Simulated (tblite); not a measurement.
Compound: C₃H₈GeN (doublet state).
Atom-mapped SMILES: `[H]/[N:1]=[CH:2]/[CH:3][CH2:4][GeH3:5]` (hydrogens: H6 on N1; H7 on C2; H8 on C3; H9, H10 on C4; H11, H12, H13 on Ge5)
Bond orders are those of one Lewis drawing.

Computed with GFN2-xTB (tblite), gas phase: L-BFGS steps from a force-field or distance-geometry start until the largest atomic force falls under 0.01 eV/Å.

Step 61: E = -414.6468 eV
```
atom  x, y, z in Å  |  force x, y, z in eV/Å
N1     -2.5587    0.0933    0.3335    0.012   0.017  -0.013
C2     -1.8341   -0.5983   -0.4876   -0.060  -0.012   0.059
C3     -0.4454   -0.4831   -0.4719   -0.033  -0.068  -0.036
C4      0.2623    0.3907    0.4831   -0.011  -0.018  -0.041
Ge5     2.2041    0.3946    0.1770    0.052   0.039  -0.037
H6     -3.5589   -0.0663    0.2498    0.006  -0.020  -0.012
H7     -2.2590   -1.3070   -1.2134    0.015   0.055  -0.001
H8      0.1275   -1.0689   -1.1776    0.001  -0.001   0.013
H9      0.0055    0.0927    1.5035    0.032  -0.064   0.053
H10    -0.1449    1.4018    0.4081   -0.043   0.091  -0.016
H11     2.7228   -1.0044    0.0961    0.022  -0.021   0.030
H12     2.4965    1.0300   -1.1446    0.039   0.009   0.006
H13     2.9779    1.1256    1.2261   -0.032  -0.006  -0.003
```

Step 62: E = -414.6482 eV
```
atom  x, y, z in Å  |  force x, y, z in eV/Å
N1     -2.5601    0.0996    0.3349    0.024  -0.015  -0.030
C2     -1.8379   -0.5951   -0.4861   -0.049  -0.025   0.034
C3     -0.4486   -0.4867   -0.4741   -0.029  -0.046  -0.012
C4      0.2638    0.3839    0.4787   -0.010   0.009  -0.022
Ge5     2.2067    0.3958    0.1765    0.047   0.003  -0.024
H6     -3.5602   -0.0629    0.2551    0.010  -0.009  -0.015
H7     -2.2615   -1.3033   -1.2133   -0.015   0.059   0.016
H8      0.1219   -1.0748   -1.1785    0.002  -0.022  -0.011
H9      0.0078    0.0864    1.4996    0.042  -0.069   0.056
H10    -0.1452    1.3946    0.4060   -0.038   0.100  -0.016
H11     2.7373   -1.0005    0.0952    0.010   0.001   0.047
H12     2.5068    1.0285   -1.1432    0.032   0.030  -0.012
H13     2.9648    1.1352    1.2315   -0.025  -0.017  -0.010
```

Problem. Estimate the geometry and energy of step 63. (The exact step hangs on the optimiser's Hessian estimate; all steps are aligned on step 62, rigid shifts and turns removed.)

Solution. E = -414.6493 eV, largest force 0.080 eV/Å
```
atom  x, y, z in Å  |  force x, y, z in eV/Å
N1     -2.5629    0.1039    0.3359    0.027  -0.039  -0.034
C2     -1.8416   -0.5929   -0.4840   -0.020  -0.030  -0.001
C3     -0.4520   -0.4893   -0.4753   -0.010  -0.009   0.018
C4      0.2653    0.3804    0.4746   -0.011   0.031   0.004
Ge5     2.2101    0.3970    0.1746    0.016  -0.023  -0.010
H6     -3.5626   -0.0626    0.2580    0.007   0.005  -0.015
H7     -2.2625   -1.2996   -1.2142   -0.048   0.052   0.030
H8      0.1168   -1.0798   -1.1783   -0.001  -0.034  -0.025
H9      0.0139    0.0808    1.4972    0.046  -0.057   0.031
H10    -0.1448    1.3922    0.4057   -0.028   0.065  -0.013
H11     2.7465   -0.9986    0.0956    0.004   0.020   0.056
H12     2.5165    1.0275   -1.1436    0.031   0.043  -0.023
H13     2.9529    1.1420    1.2363   -0.013  -0.023  -0.017
```

The energy changes by -0.0011 eV. The first-order estimate −F·Δx gives -0.0016 eV and the mean of the old and new forces, exact on a quadratic surface, -0.0011 eV. The step makes an angle of 73° with the force vector and moves no atom by more than 0.015 Å.

The cost below is that of the whole relaxation. The run took 1.4 s of wall time on one thread, Arm Neoverse N1 (aarch64), no GPU, shared host with 64 logical CPUs at a one-minute load of 47.
